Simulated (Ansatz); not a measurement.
`FB1CC1[SiH3]` + `FCCCl` → `FCC([SiH3])Cl` + `FB1CC1`  (formal exchange of groups at the Si–C bond)

Isolated molecules relaxed with PBE0-D4/def2-TZVP in Ansatz; ΔE leaves out vibrations. CCSD(T)/CBS adds triple-zeta CCSD(T) − MP2 to the extrapolated MP2 energy (def2 sets, frozen cores). This one scheme is used for every species. Each species was taken in one conformer, which may not be the lowest.

```tsv
species	CCSD(T)/def2-TZVPP energy (Eh)
`FB1CC1[SiH3]`	-493.26062
`FCCCl`	-637.93548
`FCC([SiH3])Cl`	-928.18503
`FB1CC1`	-202.99993
```

(1) Work out ΔE.

Largest T1 diagnostic among the species: 0.012.

Answers

(1) ΔE = (-928.18503) + (-202.99993) − (-493.26062) − (-637.93548) = 0.01114 Eh = +29.2 kJ/mol. CCSD(T)/CBS gives +29.3 kJ/mol.

In def2-TZVPP, CCSD(T) changes the Hartree–Fock value by −5.8 kJ/mol (the triples alone add −0.6 kJ/mol) and MP2 by −4.8 kJ/mol. The D4 term adds −3.2 kJ/mol with B3LYP and −1.7 kJ/mol with PBE0; it sums over pairs of atoms, weighted by their polarisabilities, and B3LYP, whose exchange is more repulsive, gets the larger term.

B3LYP here is the variant with VWN-RPA as its local correlation; programs differ in this.
